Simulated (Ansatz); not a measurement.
A run for Ansatz (an electronic-structure program): R-wB97M-V/def2-TZVPP on CH6GaN (SMILES [CH3][GaH][NH2]), a point of a torsion scan.

Ansatz 0.2 input:
```yaml
crystal:
  periodic: [false, false, false]
  atoms:
    - {symbol: C, position_ang: [-1.54035262, 0.10966245, -0.24721802]}
    - {symbol: Ga, position_ang: [0.24274238, -0.28490629, 0.61139456]}
    - {symbol: N, position_ang: [1.79974035, 0.18530053, -0.20823852]}
    - {symbol: H, position_ang: [-2.22301942, -0.74236052, -0.21295261]}
    - {symbol: H, position_ang: [-2.03415570, 0.94695901, 0.25192462]}
    - {symbol: H, position_ang: [-1.37773489, 0.38535862, -1.29304237]}
    - {symbol: H, position_ang: [0.46090060, -0.84943401, 2.05415945]}
    - {symbol: H, position_ang: [1.93065766, 0.24298491, -1.21169594]}
    - {symbol: H, position_ang: [2.71162741, 0.05777932, 0.21704737]}
basis:
  gaussian:
    orbitals: def2-TZVPP
hamiltonian:
  xc: {name: wB97M-V}
scf: {lower_state_search: off}
```

Program output:

```
WARN ansatz: RAYON_NUM_THREADS=1 ignored (pool sized by the plan → 1); use --threads N
Functional definition: wB97M-V
these checks for a lower state are left out or cut short: stability, starts, cluster_reference, orbital_swaps, neighbouring_geometries, increment
integrals: 0.14 GiB planned
1092 factors; their error is unknown
integrals: 0.17 GiB planned
275 factors; integrals over basis functions are off by at most 8.6e-6 eV
mean field: 1.16 GiB planned
mean field evaluation 1: about -54991.9518 eV, gradient 6.6e1 eV
mean field evaluation 2: about -54991.3442 eV, gradient 6.8e1 eV
mean field evaluation 4: about -55000.0436 eV, gradient 2.4e0 eV
mean field evaluation 8: about -55000.0620 eV, gradient 1.9e-1 eV
mean field evaluation 16: about -55000.1645 eV, gradient 7.4e-5 eV
mean field -55000.16449410 eV, -2021.2187647078 hartree, gradient 5.8e-6 eV, S^2 0.000000; 0 other end points of the search recorded, 0 dependent functions left out
reference -55000.16454304 eV, -2021.2187665064 hartree; 25, 25 occupied and 169, 169 virtual orbitals, 1092 factors
Total energy: -55000.16454304 eV, -2021.2187665064 hartree
Checks for a lower state left out: stability, starts, cluster_reference, orbital_swaps, neighbouring_geometries, increment
```

Self-consistency was reached.

Cost: roughly 6 core-seconds.
